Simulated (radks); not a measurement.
Q: The mean radii <r> (bohr) of the occupied orbitals of an atom or ion are listed with their occupations. All-electron calculation, non-relativistic Kohn-Sham, LB94 model potential, spin-polarised, spherical densities, point nucleus. Program: a radial shooting solver on a logarithmic mesh with Libxc functionals.

orbital  occ.     <r>
1s down     1  0.2686
1s up       1  0.2685
2s up       1   1.460
2s down     1   1.484
2p up       1   1.448

Name the element and its charge. Open shells, if any, are filled with parallel spins first.

A: Z = 6, carbon, charge +1: C+ in [He] 2s2 2p1. The 1s radius gives Z: for a bare nucleus <r> = 1.5/Z, 0.25 bohr for Z = 6, and screening makes it slightly larger (0.2686 here). The occupations add up to 5, and the charge is Z minus that.
